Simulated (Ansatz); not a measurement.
One change: `CC(N)BF` becomes `CC(N)N[SiH3]`.

Ansatz, PBE0-D4/def2-TZVP geometries, multiplicity 1. Each molecule was computed in one conformer, which needn't be the lowest.

| property | `CC(N)BF` |
| --- | --- |
| size of the dipole moment (B3LYP/def2-TZVPP) / D | 1.70 |
| HOMO energy (PBE0/def2-TZVPP) / eV | -6.93 |
| HOMO–LUMO gap (PBE0/def2-TZVPP) / eV | 6.35 |
| size of the dipole moment (PBE/def2-TZVPP) / D | 1.64 |
| size of the dipole moment (ωB97M-V/def2-TZVPP) / D | 1.70 |
| HOMO energy (ωB97M-V/def2-TZVPP) / eV | -9.33 |

(1) Give the same properties after the change, and the shifts. (Estimate.)

## Answers

(1) Computed: 
| property | `CC(N)N[SiH3]` | shift |
| --- | --- | --- |
| size of the dipole moment (B3LYP/def2-TZVPP) / D | 1.37 | -0.33 |
| HOMO energy (PBE0/def2-TZVPP) / eV | -6.70 | 0.23 |
| HOMO–LUMO gap (PBE0/def2-TZVPP) / eV | 7.15 | 0.80 |
| size of the dipole moment (PBE/def2-TZVPP) / D | 1.38 | -0.26 |
| size of the dipole moment (ωB97M-V/def2-TZVPP) / D | 1.40 | -0.30 |
| HOMO energy (ωB97M-V/def2-TZVPP) / eV | -9.06 | 0.27 |

With PBE0 the HOMO rises by 0.23 eV and the LUMO rises by 1.03 eV, so the gap widens by about 0.80 eV. PBE moves the HOMO by 0.16 eV and ωB97M-V by 0.27 eV. Dipoles are sizes alone; their direction can turn.

B3LYP here is the variant with VWN-RPA as its local correlation; programs differ in this.
